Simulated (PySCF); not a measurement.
## Working out the ionisation energy of P²⁺

P²⁺ [Ne] 3s2 3p1 (2P) → P³⁺ [Ne] 3s2 (1S). All numbers are calculated (PySCF 2.14, the non-relativistic Hamiltonian (point nucleus), in def2-TZVP (5s5p2d1f, 37 functions)). Frozen: [Ne]. Energies in hartree (1 hartree = 27.21139 eV):

```
            part  P²⁺ (lower)  P³⁺ (upper)
             UHF  -339.641401  -338.553982
CCSD correlation    -0.063983    -0.049422
             (T)    -0.001001     0.000000
```

Q: What does Hartree-Fock give?

A: (-338.553982) − (-339.641401) = 1.087419 hartree = 29.590 eV.

Q: What do CCSD and CCSD(T) give?

A: The CCSD correlation energies differ by 0.014561 hartree = 0.396 eV and the triples by 0.001001 hartree = 0.027 eV, so CCSD gives 29.986 eV and CCSD(T) 30.013 eV.

Reference: 30.203 eV (measured; NIST Atomic Spectra Database, ionization energies), between the lowest levels; spin-orbit coupling is absent from the calculation.

What remains against the reference includes basis incompleteness, the frozen core and higher excitations.
